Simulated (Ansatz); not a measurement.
`FB([SiH3])[SeH]` and `OBB(F)[SiH3]` differ in one atom or group.

Ansatz, PBE0-D4/def2-TZVP geometries, multiplicity 1. Each molecule was computed in one conformer, which needn't be the lowest.

Scalar relativity is left out up to krypton.

```tsv
property	`FB([SiH3])[SeH]`
HOMO energy (PBE0/def2-TZVPP) / eV	-7.85
size of the dipole moment (PBE/def2-TZVPP) / D	0.64
size of the dipole moment (B3LYP/def2-TZVPP) / D	0.54
LUMO energy (PBE/def2-TZVPP) / eV	-2.36
HOMO–LUMO gap (ωB97M-V/def2-TZVPP) / eV	10.47
HOMO–LUMO gap (PBE/def2-TZVPP) / eV	4.38
```

**Question.** Give the same properties after the change, and the shifts. (Estimate.)

**Answer.** The calculation gave: 
```csv
property,`OBB(F)[SiH3]`,shift
HOMO energy (PBE0/def2-TZVPP) / eV,-7.22,0.63
size of the dipole moment (PBE/def2-TZVPP) / D,2.16,1.52
size of the dipole moment (B3LYP/def2-TZVPP) / D,2.20,1.66
LUMO energy (PBE/def2-TZVPP) / eV,-2.62,-0.26
HOMO–LUMO gap (ωB97M-V/def2-TZVPP) / eV,9.68,-0.79
HOMO–LUMO gap (PBE/def2-TZVPP) / eV,3.31,-1.07
```

With PBE0 the HOMO rises by 0.63 eV and the LUMO falls by 0.17 eV, so the gap narrows by about 0.80 eV. PBE moves the HOMO by 0.82 eV and ωB97M-V by 0.60 eV. Dipoles are sizes alone; their direction can turn.

B3LYP here is the variant with VWN-RPA as its local correlation; programs differ in this.

Spin–orbit coupling is left out; it splits and shifts lone-pair levels of the heavy atoms by tenths of an eV.
